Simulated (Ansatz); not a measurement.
cyclo-(Cl2GeSe)3 (Ge₃Se₃Cl₆). The state is a singlet with charge 0. Geometry PBE-D4/def2-SVP, basis def2-TZVP, Ansatz.

| run | HOMO (eV) | LUMO (eV) |
| --- | --- | --- |
| A | -6.82 | -3.70 |
| B | -10.13 | -1.02 |
| C | -7.17 | -3.59 |
| D | -7.59 | -3.31 |
| E | -6.99 | -4.01 |
| F | -8.02 | -2.89 |

Single mean-field runs in def2-TZVP are fitted with def2-universal-jkfit.

The runs used LDA (SPW92), PBE, PBE0, r2SCAN, r2SCANh, ωB97M-V. Estimate which is which.

A PBE (0 % exact exchange); B ωB97M-V (range-separated); C r2SCAN (0 % exact exchange); D r2SCANh (10 % exact exchange); E LDA (SPW92) (0 % exact exchange); F PBE0 (25 % exact exchange). Exact exchange lowers occupied and raises empty levels; among semilocal functionals meta-GGAs tend to open the gap a little, and such runs are hard to tell apart. The gap grows from 2.98 eV (LDA (SPW92)) to 9.11 eV (ωB97M-V).
